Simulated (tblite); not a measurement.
Isomers of C8H16Si. Calculated harmonic vibrations of the isolated species, GFN2-xTB (tblite), most abundant isotopes, no scaling. This tight-binding method is rough: wavenumbers can miss measured ones by several per cent, in bad cases by 10 to 20. Modes of hydrogen on silicon can be 10 to 20 % off. One conformer each.

Electronic energies: GFN2-xTB at the same geometries; isomer energies are rough at this level and their order can be wrong.

```tsv
SMILES	electronic energy, lowest = 0 (kJ/mol)
C#C[C@@](C)(CC)C[SiH2]C	73.7
C=C[C@@H]1CC[Si@@H]1CCC	48.4
CC[C@@H]1C[C@H](C2CC2)[SiH2]1	0.0
```

Q: How do GFN2-xTB zero-point energies change the relative energies?

A: 
```json
{"SMILES": "CC[C@@H]1C[C@H](C2CC2)[SiH2]1", "ZPE (kJ/mol)": "565.9", "of it from modes above 1550 cm⁻¹": "279.8", "electronic (kJ/mol)": "0.0", "with ZPE, lowest = 0 (kJ/mol)": "0.0", "lowest mode (cm⁻¹)": "45", "rings": "2"}
{"SMILES": "C=C[C@@H]1CC[Si@@H]1CCC", "ZPE (kJ/mol)": "566.1", "of it from modes above 1550 cm⁻¹": "294.0", "electronic (kJ/mol)": "48.4", "with ZPE, lowest = 0 (kJ/mol)": "48.6", "lowest mode (cm⁻¹)": "33", "rings": "1"}
{"SMILES": "C#C[C@@](C)(CC)C[SiH2]C", "ZPE (kJ/mol)": "552.2", "of it from modes above 1550 cm⁻¹": "294.7", "electronic (kJ/mol)": "73.7", "with ZPE, lowest = 0 (kJ/mol)": "60.1", "lowest mode (cm⁻¹)": "42", "rings": "0"}
```

The zero-point energies span 13.9 kJ/mol, from `C#C[C@@](C)(CC)C[SiH2]C` to `C=C[C@@H]1CC[Si@@H]1CCC`. The order is unchanged.

Q: What do entropy and thermal enthalpy add at 298.15 K and 1 bar (rigid rotor, harmonic oscillator, one conformer each)?

A: 
```json
{"SMILES": "CC[C@@H]1C[C@H](C2CC2)[SiH2]1", "point group": "C1", "symmetry number": "1", "S (J/(mol K))": "431.5", "H − H(0) (kJ/mol)": "31.32", "ZPE + H − H(0) − TS (kJ/mol)": "468.5"}
{"SMILES": "C=C[C@@H]1CC[Si@@H]1CCC", "point group": "C1", "symmetry number": "1", "S (J/(mol K))": "464.2", "H − H(0) (kJ/mol)": "34.16", "ZPE + H − H(0) − TS (kJ/mol)": "461.8"}
{"SMILES": "C#C[C@@](C)(CC)C[SiH2]C", "point group": "C1", "symmetry number": "1", "S (J/(mol K))": "465.0", "H − H(0) (kJ/mol)": "36.99", "ZPE + H − H(0) − TS (kJ/mol)": "450.6"}
```
